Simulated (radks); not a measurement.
Values are calculated unless marked as measured or tabulated.
Question: Coherent X-ray form factor from a spherical all-electron density. Code: a radial shooting solver on a logarithmic mesh with Libxc functionals. Model: non-relativistic Kohn-Sham, revPBE, spin-unpolarised, spherical densities, point nucleus.

| sin(theta)/lambda (1/angstrom) | f0 (electrons) |
|---|---|
| 0.05 | 66.396 |
| 0.1 | 64.672 |
| 0.15 | 62.066 |
| 0.2 | 58.893 |
| 0.25 | 55.463 |
| 0.3 | 52.020 |
| 0.4 | 45.659 |
| 0.5 | 40.260 |
| 0.6 | 35.699 |
| 0.8 | 28.381 |
| 1 | 23.034 |
| 1.25 | 18.698 |
| 1.5 | 16.065 |
| 2 | 12.555 |

The species is in the configuration that NIST lists as its ground one. Which atom or ion scatters so?

Answer: The ytterbium ion Yb3+, [Xe] 4f13. Extrapolating in s^2 from the first two rows gives f0(0) = 67.0, near the electron count 67; among species with that count, the fall with angle is slower the higher Z, and the table is that of Z = 70; from so few rows the species is fixed only to a neighbour or two.
